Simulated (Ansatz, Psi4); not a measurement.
## C2H3I (vinyl iodide): from total energies to a heat of formation

C2H3I: 6 atoms, total charge 0, spin state singlet. As SMILES, `C=CI`. The shape is that of a PBE0-D4/def2-TZVP optimisation.

Total energies at revPBE/def2-SVP (core potential) (Psi4 1.11); the atoms run unrestricted:

| species | state | energy (Eh) |
| --- | --- | --- |
| C2H3I | singlet | -375.645108 |
| C | triplet | -37.801039 |
| I | doublet | -297.713134 |
| H | doublet | -0.503193 |

Harmonic wavenumbers at PBE0-D4/def2-TZVP, in cm⁻¹: 312, 560, 563, 948, 986, 1004, 1260, 1407, 1667, 3154, 3220, 3250.

Measured heats of formation of the gaseous atoms at 298.15 K, in kJ/mol: C 716.9, I 106.8, H 218.0. Spin-orbit lowering of the atoms at 298 K (mean of the ground term's levels less their thermal mean, from spectra), in kJ/mol: C 0.02, I 30.32. Take 1 Eh = 2625.50 kJ/mol, 1 cm⁻¹ = 0.0119627 kJ/mol, RT = 2.479 kJ/mol.

What heat of formation follows?


1. Electronic atomisation energy: 2 × (-37.801039) + (-297.713134) + 3 × (-0.503193) − (-375.645108) = 0.820317 Eh = 2153.7 kJ/mol.
2. Zero-point energy: half the sum of the wavenumbers, 9165.5 cm⁻¹ = 109.6 kJ/mol.
3. Thermal vibrational enthalpy, Σ hcν̃/(exp(hcν̃/kT) − 1): 2.4 kJ/mol. Translation, rotation and pV of a non-linear molecule: 4 RT = 9.9 kJ/mol.
4. The 6 free atoms carry 5/2 RT each: 37.2 kJ/mol.
5. Spin-orbit coupling lowers the free atoms by 2 × 0.02 + 30.32 = 30.4 kJ/mol.
6. Atomisation enthalpy at 298 K: 2153.7 − 30.4 − 109.6 − 2.4 − 9.9 + 37.2 = 2038.6 kJ/mol.
7. Sum of the atoms' heats of formation: 2194.6 kJ/mol. Heat of formation: 2194.6 − 2038.6 = +156.0 kJ/mol.

The tabulated value is +130.6 kJ/mol (Active Thermochemical Tables), so this level is off by +25.4 kJ/mol, or 1.2 % of the atomisation enthalpy. Anharmonicity and any spin-orbit splitting of the molecule are left out.
